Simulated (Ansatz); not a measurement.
Compare A (`C/C=N\[SiH3]`) with its isomer B (`N/C=C/[SiH3]`).

Program: Ansatz. Geometries: PBE0-D4/def2-TZVP. ΔE: electronic, gas phase. CBS: MP2 limit from def2 TZ/QZ plus the TZ coupled-cluster correction, frozen cores. Double bonds are as drawn, so ΔE can hold a change between cis and trans. Functionals use def2-TZVPP. One conformer a species, not always the lowest.

Which isomer does CCSD(T)/CBS put lower? Give the gap. (Best estimate.)

Ansatz gave: A, by 6.4 kcal/mol.

Give E(B) − E(A) in kcal/mol with B2PLYP, CCSD/def2-TZVPP, CCSD(T)/def2-TZVPP, CCSD(T)/def2-SVP, MP2/def2-TZVPP, PBE0-D4, PBE-D4. (Estimate.)

The calculation gave: B2PLYP 6.6, CCSD/def2-TZVPP 7.3, CCSD(T)/def2-TZVPP 7.1, CCSD(T)/def2-SVP 7.0, MP2/def2-TZVPP 6.5, PBE0-D4 4.3, PBE-D4 4.3. None reverses the order clearly.

Does the order hold for the free energy at 298.15 K (harmonic terms from PBE0-D4)? (Estimate.)

The calculation gave: Yes: G(B) − G(A) = +7.4 kcal/mol, for one conformer each.

Largest T1 diagnostic: 0.013.

Leaving LDA and LC-ωPBE aside and taking each functional with its dispersion term where it has one, the values, not all of them listed here, spread over 2.6 kcal/mol, from PBE-D4 to BHLYP-D4. LDA lies −2.3 kcal/mol from PBE without D4. In def2-TZVPP, CCSD(T) changes the Hartree–Fock value by −1.7 kcal/mol (the triples alone add −0.2 kcal/mol) and MP2 by −2.3 kcal/mol.
